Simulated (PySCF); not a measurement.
How methods differ on the ionisation energy of Cr⁴⁺

Cr⁴⁺ [Ar] 3d2 [3d3/2^2, M_J = 2] → Cr⁵⁺ [Ar] 3d1 [3d3/2^1, M_J = 3/2], as a difference of total energies. All numbers are calculated (PySCF 2.14, the two-component X2C-1e Hamiltonian, in an uncontracted even-tempered set (18 s from 0.14 bohr⁻², ratio 2.8; 13 p from 0.18 bohr⁻², ratio 2.8; 9 d from 0.18 bohr⁻², ratio 2.8; 4 f from 0.64 bohr⁻², ratio 3)). Correlated levels: [Ne] frozen; the 76 highest virtual spinors dropped. "Screened" scales the spin-orbit matrix elements by Boettger's factors to mimic the two-electron term; Breit and QED terms are absent.

```json
{"method": "GHF (screened spin-orbit)", "ionisation energy (eV)": "68.577"}
{"method": "GMP2 (screened spin-orbit)", "ionisation energy (eV)": "69.157"}
```

Q: How much does correlation contribute at GMP2 (screened spin-orbit)?

A: 69.157 − (68.577) = 0.580 eV, measured against GHF (screened spin-orbit).

The labels give the starting determinants; with spin-orbit coupling the two ends relaxed to ⟨J²⟩ = 7.73, ⟨L²⟩ = 11.99, ⟨S²⟩ = 2.00 and ⟨J²⟩ = 3.87, ⟨L²⟩ = 6.01, ⟨S²⟩ = 0.75.

The determinant of Cr⁴⁺ mixes levels of different J (the jj label is only the starting occupation), so the difference between spin-free and spin-orbit rows is not the physical spin-orbit shift.

For comparison: 69.46 ± 0.04 eV (semi-empirical (NIST evaluation); NIST Atomic Spectra Database, ionization energies).
